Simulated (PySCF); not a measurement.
A calculated (r2SCANh, PySCF 2.14, def2-QZVPPD, no relativity, point nucleus) atom or ion has these occupied shells.

| shell | electrons | orbital energy (eV) | rms radius, mean of both spins (bohr) |
| --- | --- | --- | --- |
| 1s α | 1 | -2766.6 | 0.106 |
| 1s β | 1 | -2766.2 | 0.106 |
| 2s α | 1 | -261.13 | 0.484 |
| 2s β | 1 | -260.77 | 0.484 |
| 2p α | 3 | -198.93 | 0.454 |
| 2p β | 3 | -198.58 | 0.454 |
| 3s α | 1 | -23.941 | 1.64 |
| 3p α | 3 | -10.771 | 1.99 |
| 3p β | 3 | -9.221 | 1.99 |

Q: Name the element and its charge.

A: Cl (chlorine, neutral), in [Ne] 3s1 3p6, 2S determinant (an excited configuration).
